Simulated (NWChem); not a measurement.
System: C4H2F2; SMILES C#C/C(=C\F)F

```xyz
8

C      1.3217    -1.9487     0.0000
C      0.4988    -1.0624     0.0000
C     -0.4939    -0.0532     0.0000
F     -1.7813    -0.4784     0.0000
C     -0.2764     1.2673     0.0000
F      0.9668     1.7639     0.0000
H      2.0607    -2.7179     0.0000
H     -1.0649     2.0109     0.0000
```
Atoms are numbered in this order, from 1.

All runs: NWChem. All runs use the structure optimised with B3LYP/6-31G* (spherical d). GIAO values for the isolated, static molecule; σ is the absolute isotropic shielding, δ = σ(reference) − σ with the isolated reference molecule computed at the same levels (13C: tetramethylsilane, 19F: trichlorofluoromethane, 1H: tetramethylsilane).

Q: Estimate the computed values for LDA (Slater exchange, VWN5)/pcSseg-1. Quantities: δ C1 (ppm); δ C2 (ppm); δ C3 (ppm); δ F4 (ppm); δ F6 (ppm); δ H7 (ppm); δ H8 (ppm).

A: 
- δ C1 (ppm) = 108.6
- δ C2 (ppm) = 81.5
- δ C3 (ppm) = 152.2
- δ F4 (ppm) = -197.2
- δ F6 (ppm) = -192.4
- δ H7 (ppm) = 3.77
- δ H8 (ppm) = 7.91
